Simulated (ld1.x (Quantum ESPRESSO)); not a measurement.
Values are calculated unless marked as measured or tabulated.
## Potentials for Ag compared

Generated with ld1.x 7.5 (TM, RRKJ, ultrasoft, PAW), atompaw 4.2 or ONCVPSP 4.0.1. The cutoff is in Ry: for ld1.x and atompaw files where the sum of valence levels is converged to 10 mRy in a Bessel basis, for ONCV files where the hardest occupied wave has 1 mHa per electron of residual kinetic energy. The error is the largest all-electron minus pseudo excitation energy over each file’s own four to seven test configurations (ionisations up to +4, promotions, holes and added fractions of an electron), all of which were solved. The labels leave out finer settings (local radius, basis sizes, second energies), which also bear on the numbers. Spin-polarised tests are not counted. The rows are a selection from randomly drawn settings: files with unsolved tests, undetermined cutoffs or missed reference levels are left out.

```tsv
potential	cutoff (Ry)	largest error (meV)	bound ghosts
RRKJ, PBE, scalar-relativistic, rc 2.20/1.65/1.68 (spd), local s, core correction no, reference 4p6 4d9 5s2 5p0	55	-154	none
TM, PBEsol, scalar-relativistic, rc 2.15/2.40/1.65 (spd), local s, core correction no, reference 4d10 5s1 5p0	70	-1458	none
TM semilocal, PW91, scalar-relativistic, rc 2.30/1.50/1.50/2.45 (spdf), local f, core correction yes, reference 4p6 4d10 5s1 5p0	70	+110	none
```

**Question.** Fill in the row for Ag: TM, PBE, scalar-relativistic, rc 1.70/2.10/1.60 (spd), local s, core correction no, reference 4d9 5s0 5p0.

**Answer.** cutoff 70 Ry, largest error -163 meV, bound ghosts: none.

**Question.** Fill in the row for Ag: TM semilocal, PBEsol, scalar-relativistic, rc 2.35/1.00/1.60 (spd), local s, core correction yes, reference 4p6 4d9 5s0 5p0.

**Answer.** cutoff 160 Ry, largest error -113 meV, bound ghosts: none.

**Question.** Fill in the row for Ag: RRKJ, LDA (PZ), scalar-relativistic, rc 1.25/1.60/1.40 (spd), local p, core correction yes, reference 4s2 4p6 4d8 5s0 5p0.

**Answer.** cutoff 70 Ry, largest error +673 meV, bound ghosts: none.
